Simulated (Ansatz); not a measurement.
`O[SiH2][SnH2][OH]` + H₂ → `[OH][SnH3]` + silanol  (hydrogenolysis of the Sn–Si bond)

Isolated molecules relaxed with PBE0-D4/def2-TZVP in Ansatz; ΔE leaves out vibrations. CCSD(T)/CBS is the MP2 limit (def2-TZVPP, def2-QZVPP) plus CCSD(T) − MP2 in def2-TZVPP, frozen cores. This one scheme is used for every species. DFT in def2-TZVPP. Elements past krypton have def2 core potentials. For Sn outer-core shells are correlated without core-valence functions, which leaves a few kJ/mol of doubt a bond. One conformer a species, not always the lowest.

`O[SiH2][SnH2][OH]`:

Z-matrix (Å, degrees):
```
Si
Sn 1 2.583
O 1 1.654 2 111.1
H 1 1.482 2 109.9 3 -116.5
H 1 1.492 2 109.4 3 123.5
O 2 1.978 1 108.8 3 65.7
H 2 1.705 1 115.8 3 -179.8
H 2 1.719 1 112.4 3 -52.6
H 3 0.958 1 117.8 2 67.2
H 6 0.960 2 112.8 1 -47.9
```

H₂:

Z-matrix (Å, degrees):
```
H
H 1 0.746
```

`[OH][SnH3]`:

Cartesian coordinates in Å:
```
O -0.671 1.122 -0.739
Sn 0.042 -0.409 0.275
H 0.014 1.669 -1.129
H 1.028 0.188 1.537
H 0.947 -1.391 -0.791
H -1.360 -1.179 0.846
```

`O[SiH3]`:

```xyz
6

O     0.840    0.868   -0.430
Si   -0.273   -0.140    0.249
H     1.279    0.576   -1.229
H    -1.401   -0.421   -0.682
H    -0.776    0.561    1.452
H     0.332   -1.444    0.640
```

Task: Is it downhill or uphill in electronic energy at CCSD(T)/CBS, and by how much? (An estimate is asked.)

Result: The calculation gave: Nearly level: ΔE = -0.4 kJ/mol.

Task: What do these levels give: r2SCAN-D4, B97M-V, B2PLYP, PBE0, CAM-B3LYP, LC-ωPBE, RPA@PBE/def2-TZVPP, MP2/def2-SVP, SCS-MP2/def2-TZVPP, CCSD/def2-TZVPP, HF/def2-QZVPP, SCS-MP2/def2-QZVPP? (An estimate is asked.)

Result: The calculation gave: r2SCAN-D4 2.8, B97M-V -12.9, B2PLYP -9.2, PBE0 -2.5, CAM-B3LYP -16.5, LC-ωPBE -11.0, RPA@PBE/def2-TZVPP -12.7, MP2/def2-SVP -16.8, SCS-MP2/def2-TZVPP -12.0, CCSD/def2-TZVPP -14.0, HF/def2-QZVPP -36.5, SCS-MP2/def2-QZVPP -7.5 kJ/mol.

Task: What do rigid-rotor, harmonic-oscillator terms from PBE0-D4/def2-TZVP frequencies (298.15 K, 1 bar) make of the CCSD(T)/CBS value? (Estimate.)

Result: Computed: ΔZPE = +9.3 kJ/mol, ΔH = +2.8 kJ/mol, ΔS = 28 J/(mol·K), ΔG = -5.5 kJ/mol. Modes under 50 cm⁻¹ make the entropy rough.

Largest T1 diagnostic among the species: 0.014.

In def2-TZVPP, CCSD(T) changes the Hartree–Fock value by +27.6 kJ/mol (the triples alone add +5.2 kJ/mol) and MP2 by +32.3 kJ/mol. From r2SCAN to r2SCAN0 (25 % exact exchange), in def2-TZVPP and without D4, ΔE moves by −5.5 kJ/mol. At CCSD(T), def2-SVP lies −18.2 kJ/mol from the extrapolated value and def2-TZVPP −8.5 kJ/mol.
